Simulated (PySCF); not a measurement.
Molecular orbitals of InAs

r²SCAN at R = 2.750 Å; PySCF, scalar-relativistic core potentials, basis sets In def2-TZVPPD with ECP28, As def2-TZVPPD. State: ³Σ⁻ (triplet), unpaired electrons π ↑↑. Only the outer orbitals are listed, counted within each symmetry, core potentials removing the inner ones.

```tsv
spin	orbital	occ.	ε (eV)	on In (%)	main shells (%)
α	10σ	1	-14.62	4	95 As s
α	11σ	1	-8.76	78	78 In s, 16 As p
α	6π	1	-5.86	8	92 As p
α	6π	1	-5.86	8	92 As p
α	12σ	1	-4.94	40	58 As p, 27 In p, 12 In s
α	7π	0	-2.23	90	90 In p
α	7π	0	-2.23	90	90 In p
α	13σ	0	-0.07	76	66 In p, 12 As p, 8 As s
β	10σ	1	-12.73	9	90 As s
β	11σ	1	-8.51	79	79 In s, 12 As p, 8 As s
β	12σ	1	-4.58	44	54 As p, 34 In p, 8 In s
β	6π	0	-3.60	35	65 As p, 33 In p
β	6π	0	-3.60	35	65 As p, 33 In p
β	7π	0	-1.72	68	64 In p, 28 As p
```

Q: Which are the highest filled and the lowest empty level, where do they sit, and how wide is the gap?

A: Highest filled β 12σ at -4.58 eV (in %: 54 As p, 34 In p, 8 In s); lowest empty β 6π at -3.60 eV (in %: 65 As p, 33 In p); the gap at r²SCAN is 0.98 eV.

```
bond order (Mayer)                               : 1.17
⟨S²⟩                                             : 2.009
charge on In (Mulliken, basis-dependent)         : 0.31
charge on In (Löwdin, basis-dependent)           : 0.01
dipole moment (positive dipole means In(−)As(+)) : -1.96 D
```

Spin–orbit coupling is left out. The state was picked by a PBE0 search and need not be the measured ground state.
